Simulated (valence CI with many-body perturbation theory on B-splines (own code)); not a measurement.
# Energy levels of Tm¹⁸⁺

Level of theory: configuration interaction combined with many-body perturbation theory (CI+MBPT): five valence electrons over a frozen Dirac-Fock core [Kr] 4d10, radial functions for each j: 7 s, 7 p, 7 d, 7 f, 4 g, 2 h, with the one-electron correlation potential Σ1 (screened to all orders), the two-electron term Σ2, the three-electron term Σ3, Breit, model QED; selected single and double excitations, second order for the rest, scaled by the run's own slope (own B-spline code, finite nucleus).

No measured levels were compared; by estimate terms of the open shell hold to a few per cent of their energy, and close levels can change places. Among the levels kept, up to 1100 cm⁻¹ of a level comes from second order outside the variational space, and about a tenth of that is noise between levels of different J, which matters for small intervals.

Levels 136 to 180 of 195, with energies above the lowest level, 4f⁵ ⁶H°_5/2. "Leading %" is the weight of the configuration and term that name the level; weights of strongly mixed levels are sums over their largest components and can fall short. In the jj column 3d3/2^4 stands for four electrons in 3d with j = 3/2. Lifetimes count E1, E2, E3, M1 and M2 decay at the calculated energies, and are blank where another channel may lead or the interval is too uncertain; long ones can be off by a factor of two.

```csv
No.,Configuration,Term,J,E (cm⁻¹),Leading %,Leading jj,Lifetime,g
136,4f⁵,²M°,17/2,127330,89,4f5/2^2 4f7/2^3 (50 %),14.0 ms,0.958
137,4f⁵,⁴F°,9/2,127350,78,4f5/2^2 4f7/2^3 (54 %),4.72 ms,1.283
138,4f⁵,²I°,11/2,128900,51,4f5/2 4f7/2^4 (44 %),5.63 ms,0.981
139,4f⁵,²M°,19/2,129210,99,4f5/2^2 4f7/2^3 (89 %),12.6 ms,1.050
140,4f⁵,²I°,13/2,129630,83,4f5/2^2 4f7/2^3 (66 %),8.75 ms,1.076
141,4f⁵,⁴F°,5/2,130910,40,4f5/2 4f7/2^4 (42 %),4.78 ms,1.184
142,4f⁵,⁴F°,7/2,131850,38,4f5/2^2 4f7/2^3 (31 %),4.47 ms,1.259
143,4f⁵,⁴S°,3/2,131940,51,4f5/2 4f7/2^4 (43 %),3.72 ms,1.615
144,4f⁵,²I°,11/2,133460,65,4f5/2^2 4f7/2^3 (42 %),7.20 ms,0.956
145,4f⁵,²G°,9/2,133780,53,4f5/2^3 4f7/2^2 (42 %),6.72 ms,1.082
146,4f⁵,⁴D°,5/2,135520,62,4f5/2^3 4f7/2^2 (47 %),2.91 ms,1.260
147,4f⁵,⁴I°,9/2,135570,64,4f5/2^3 4f7/2^2 (52 %),4.03 ms,0.841
148,4f⁵,⁴I°,13/2,136550,56,4f5/2^3 4f7/2^2 (50 %),5.65 ms,1.089
149,4f⁵,⁴D°,3/2,137430,81,4f5/2^2 4f7/2^3 (52 %),3.80 ms,1.170
150,4f⁵,⁴D°,1/2,138270,94,4f5/2^2 4f7/2^3 (67 %),6.09 ms,0.036
151,4f⁵,⁴I°,15/2,138980,66,4f5/2^2 4f7/2^3 (46 %),6.61 ms,1.151
152,4f⁵,²G°,7/2,139660,81,4f5/2^2 4f7/2^3 (42 %),6.22 ms,0.942
153,4f⁵,⁴I°,11/2,141810,55,4f5/2^2 4f7/2^3 (73 %),5.06 ms,0.966
154,4f⁵,²F°,7/2,143540,44,4f5/2^3 4f7/2^2 (47 %),4.11 ms,1.146
155,4f⁵,²K°,13/2,144470,49,4f5/2^2 4f7/2^3 (65 %),7.75 ms,1.008
156,4f⁵,²G°,9/2,145630,52,4f5/2^3 4f7/2^2 (58 %),5.56 ms,1.052
157,4f⁵,²L°,15/2,149610,41,4f5/2^2 4f7/2^3 (74 %),4.57 ms,1.046
158,4f⁵,²F°,5/2,149680,70,4f5/2^2 4f7/2^3 (70 %),5.65 ms,0.890
159,4f⁵,²H°,11/2,149890,55,4f5/2^3 4f7/2^2 (53 %),5.49 ms,1.102
160,4f⁵,⁴F°,9/2,150090,66,4f5/2^2 4f7/2^3 (59 %),4.52 ms,1.230
161,4f⁵,²K°,13/2,151900,39,4f5/2 4f7/2^4 (58 %),6.80 ms,1.028
162,4f⁵,⁴F°,7/2,151970,35,4f5/2 4f7/2^4 (35 %),3.26 ms,1.140
163,4f⁵,⁴F°,5/2,154940,48,4f5/2^2 4f7/2^3 (43 %),4.48 ms,0.952
164,4f⁵,²I°,11/2,154980,49,4f5/2^2 4f7/2^3 (34 %),,1.017
165,4f⁵,²G°,7/2,156520,63,4f5/2^2 4f7/2^3 (74 %),6.04 ms,0.950
166,4f⁵,²L°,17/2,157310,88,4f5/2 4f7/2^4 (63 %),2.60 ms,1.049
167,4f⁵,⁴F°,3/2,157400,90,4f5/2 4f7/2^4 (41 %),7.43 ms,0.458
168,4f⁵,²H°,9/2,157420,52,4f5/2 4f7/2^4 (53 %),3.38 ms,0.997
169,4f⁵,²H°,9/2,159200,79,4f5/2^2 4f7/2^3 (70 %),5.66 ms,0.948
170,4f⁵,²L°,15/2,160160,55,4f5/2 4f7/2^4 (59 %),4.14 ms,1.004
171,4f⁵,²I°,13/2,161010,82,4f5/2 4f7/2^4 (52 %),,1.062
172,4f⁵,²G°,7/2,163220,40,4f5/2^2 4f7/2^3 (46 %),3.29 ms,1.048
173,4f⁵,²H°,11/2,164000,37,4f5/2^2 4f7/2^3 (57 %),,1.098
174,4f⁵,⁴G°,9/2,164400,49,4f5/2 4f7/2^4 (54 %),3.39 ms,1.161
175,4f⁵,²F°,5/2,166150,59,4f5/2^2 4f7/2^3 (43 %),,0.848
176,4f⁵,²H°,11/2,168420,40,4f5/2 4f7/2^4 (53 %),,1.119
177,4f⁵,⁴G°,5/2,168690,51,4f5/2 4f7/2^4 (44 %),,0.729
178,4f⁵,⁴G°,7/2,170710,58,4f5/2^2 4f7/2^3 (45 %),,0.984
179,4f⁵,²P°,3/2,172770,87,4f5/2^3 4f7/2^2 (46 %),,1.280
180,4f⁵,²G°,9/2,173990,55,4f5/2 4f7/2^4 (60 %),,1.084
```

Names give the largest LS component (configuration and term), which can be under half, so a name can repeat, a term be missing and a line seem to break the LS rules; names also repeat where a configuration has a term twice.

Where two levels of one J and parity lie close, their mixing, g and order are uncertain.
